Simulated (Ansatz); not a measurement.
## Cost against result

Saddle point of SnH$_{6}$O, closed shell (SnH₄ + H₂O → SnH₄O ([OH][SnH3]) + H₂; bonds formed: Sn1–O7, H2–H6; bonds broken: Sn1–H2, H6–O7), PBE0-D4/def2-TZVP structure:

```xyz
8
angstrom
Sn -0.6330 0.1349 -0.5183
H -0.0988 0.7919 1.4060
H -0.2215 -0.8187 -1.8908
H -2.1405 -0.3762 0.0781
H -0.5123 1.7700 -0.9899
H 0.6554 0.0751 1.2277
O 1.0284 -0.8076 0.5240
H 1.9223 -0.7692 0.1633
```

Barriers are electronic and count from the start structure reached by relaxing down the imaginary mode.

Ansatz 0.2.0; basis: as named in each row; cores frozen in the correlated methods. Filled d shells of the heavier atoms are correlated. Core potentials replace the inner electrons of the atoms past krypton. The def2 sets are not built for correlating such inner shells, so the correlated values are less sure here. B3LYP uses VWN-RPA correlation. Extrapolation: Hartree–Fock as exp(−7.88 √X), correlation as X^−2.97.

Times are rough, for one single point on 2 threads of a shared host (Arm Neoverse N1).

The estimate by CCSD(T) at an estimated basis limit (MP2 extrapolated from triple and quadruple zeta, plus CCSD(T) − MP2 in triple zeta) is 1.700 eV.

```tsv
method	basis	time (s)	barrier (eV)	method less estimate
SPW92	def2-SVP	under 1	1.090	-0.610
PBE-D4	def2-SVP	1	1.329	-0.372
SPW92	def2-TZVPP	2	1.177	-0.523
PBE0-D4	def2-SVP	2	1.576	-0.125
PBE-D4	def2-TZVPP	3	1.399	-0.302
BLYP-D4	def2-TZVPP	3	1.480	-0.220
CCSD(T)	def2-SVP	3	1.837	0.137
PBE0-D4	def2-TZVPP	4	1.599	-0.101
BHLYP-D4	def2-TZVPP	4	1.842	0.142
B3LYP-D4	def2-TZVPP	4	1.634	-0.066
CAM-B3LYP-D4	def2-TZVPP	4	1.690	-0.011
r2SCAN-D4	def2-TZVPP	6	1.499	-0.201
r2SCAN0-D4	def2-TZVPP	6	1.659	-0.042
RPA on PBE	def2-TZVPP	6	1.781	0.081
B2PLYP	def2-TZVPP	7	1.706	0.006
PBE-QIDH	def2-TZVPP	7	1.735	0.035
wB97M-V	def2-SVP	8	1.655	-0.045
wB97X-V	def2-TZVPP	11	1.719	0.019
B97M-V	def2-TZVPP	12	1.593	-0.107
wB97M-V	def2-TZVPP	12	1.707	0.006
MP2	def2-QZVPP	18	1.689	-0.012
CCSD(T)	def2-TZVPP	70	1.798	0.097
```

All methods are single points on the PBE0-D4 structures.

T1 diagnostic: at most 0.015.

Labels in which every atom is bracketed show which atoms are joined, not bond orders.
